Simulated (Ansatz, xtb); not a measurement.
**CH3ClGe: 3 structures ranked**

3 gas-phase structures of CH3ClGe, found in a search over its isomers (lower ones may exist). Each was relaxed with GFN2-xTB; where two conformers were screened, the lower at r2SCAN-D4/def2-SVP is listed:

A. a singlet given by its coordinates
B. `Cl[CH2][GeH]`, a singlet
C. `[CH3][Ge][Cl]`, a singlet

A (Å):

```xyz
6

C     0.1090   -0.2784   -0.6656
Cl    0.5908    1.4482   -0.6005
Ge    1.4243   -0.2768    0.8905
H     0.2129    0.0671    1.9163
H     0.3966   -0.6610   -1.6409
H    -0.9678   -0.3333   -0.5438
```

Close contacts (Å): C1–Cl2 1.79, C1–Ge3 2.04, Cl2–Ge3 2.43, C1–H5 1.09, C1–H6 1.09, Ge3–H4 1.62.

Task: Estimate their order in r2SCAN-D4/def2-SVP energy at these geometries, lowest first.

Result: Calculated order at r2SCAN-D4/def2-SVP: C (0.0), A (46.6), B (52.2) kcal/mol.

Energies above the lowest of each column, in kcal/mol:

| structure | GFN2-xTB | HF/STO-3G | r2SCAN-D4/def2-SVP |
| --- | --- | --- | --- |
| C | 0.0 | 0.0 | 0.0 |
| A | 44.5 | 62.8 | 46.6 |
| B | 50.6 | 62.2 | 52.2 |

Every level run on C puts it lowest or level with the lowest. Flexible structures stand in one conformer each, not always the lowest. Frequencies (PBE0-D3(BJ)/def2-SVP) were run for C alone.

Programs: Ansatz 0.2.0, xtb 6.7.1.
